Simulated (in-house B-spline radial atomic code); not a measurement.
Values are calculated unless marked as measured or tabulated.
## C6 from the polarisability at imaginary frequency: Pb4+

TDHF linear response of the closed shell [Xe] 4f14 5d10, from an all-electron radial atomic-structure program (B-spline basis); scalar-relativistic (spin-free one-electron X2C), finite nucleus, no spin-orbit coupling; shells from n = 3 respond.

The dispersion coefficient of two like species is C6 = (3/π) ∫ α(iu)² du from 0 to ∞.

| u (hartree) | α(iu) (bohr³) |
| --- | --- |
| 0 | 3.608 |
| 0.335 | 3.463 |
| 0.783 | 2.98 |
| 1.34 | 2.331 |
| 2.24 | 1.556 |
| 3.35 | 1.001 |
| 5.03 | 0.5871 |
| 7.83 | 0.311 |
| 11.2 | 0.1834 |
| 16.8 | 0.1003 |
| 28 | 0.04578 |
| 55.9 | 0.01478 |

Fit one oscillator, α(iu) = α(0)/(1 + u²/ω²), through u = 2.24 and estimate C6.

From α(0)/α(iu) − 1 = 3.608/1.556 − 1 = 1.3188, ω = u/√1.3188 = 1.9506 hartree (53.1 eV). London's formula gives C6 = (3/4) α(0)² ω = 0.75 × 3.608² × 1.9506 = 19.04 hartree·bohr⁶, and the oscillator holds f = α(0) ω² = 13.73 electrons, of a sum of oscillator strengths of 71.6.

How does that compare with the full integral?

The program's quadrature over all excitations gives C6 = 18.99, so the single oscillator is off by +0.3 %. At the last point the fit gives α = 0.00439 against 0.0148: higher excitations, and deeper shells where there are any, keep the true curve higher at large u.
